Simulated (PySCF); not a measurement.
TMS, C₄H₁₂Si.
SMILES: `C[Si](C)(C)C`

The calculation used HCTH407/pcSseg-0 in PySCF (dipole) on a GFN2-xTB geometry, gas phase.

Masses are those of the commonest isotopes; rigid-rotor values at the optimised geometry. 

**Question.** Give the principal moments of inertia and the rotational constants in MHz.

**Answer.** Ia = 167.53, Ib = 167.76, Ic = 167.83 u·Å²; 505379 MHz·u·Å²/I gives A = 3017, B = 3012, C = 3011 MHz.

**Question.** Classify the top.

**Answer.** A spherical top, as the point group Td requires three equal moments; the computed ones differ by 0.18 % because the geometry is symmetric only within the optimiser's tolerance.

The point group Td allows no dipole (computed: 0.00 D), so a rigid rotor has no electric-dipole lines.

**Question.** Estimate the classical rotational partition function at 10 K, 50 K and 500 K.

**Answer.** Point group Td, symmetry number σ = 12; q = (√π/σ)·√((kT/h)³/(ABC)), k/h = 20836.6 MHz/K: 84.9 at 10 K, 949 at 50 K, 30000 at 500 K.

Stationary, but not proved a minimum. No vibrational averaging or centrifugal distortion is included, and the geometry carries the error of its method.

Time: 6.2 s wall; peak memory 0.46 GiB. Hardware: Intel Xeon at 2.30 GHz, one thread, shared host. This is the HCTH407/pcSseg-0 job that gave the dipole, with the shieldings it also computed.
